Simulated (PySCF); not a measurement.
PW91 on Al⁻ (aluminium, charge -1), [Ne] 3s2 3p2, high-spin 3P determinant. Calculation: PySCF 2.14, in dyall-acv3z; the spin-free X2C one-electron Hamiltonian (Gaussian nucleus).

```
cycle= 1 E= -242.818799920368  delta_E= -0.0115  |g|= 0.0154  |ddm|= 0.192
cycle= 2 E= -242.818040382906  delta_E= 0.00076  |g|= 0.02  |ddm|= 0.148
cycle= 3 E= -242.819026065547  delta_E= -0.000986  |g|= 0.00779  |ddm|= 0.122
cycle= 4 E= -242.819100415257  delta_E= -7.43e-05  |g|= 0.00186  |ddm|= 0.0168
cycle= 5 E= -242.8191099881  delta_E= -9.57e-06  |g|= 0.000111  |ddm|= 0.00878
cycle= 6 E= -242.819110015114  delta_E= -2.7e-08  |g|= 1.25e-05  |ddm|= 0.000402
cycle= 7 E= -242.819110015546  delta_E= -4.31e-10  |g|= 5.51e-07  |ddm|= 6.56e-05
converged SCF energy = -242.819110015546  <S^2> = 2.0036565  2S+1 = 3.0024367
```

Highest occupied orbital energy: 1.229 eV; ⟨L²⟩ = 2.01; populations by l: s 6.00, p 8.00, d 0.00, f 0.00.

Q: Can this result be used?

A: With care. The calculation finished and met its thresholds. At PW91 the highest occupied level has a positive energy, so only the finite basis holds that electron; in a semilocal or global hybrid functional this comes from self-interaction and does not mean that the real anion is unbound.
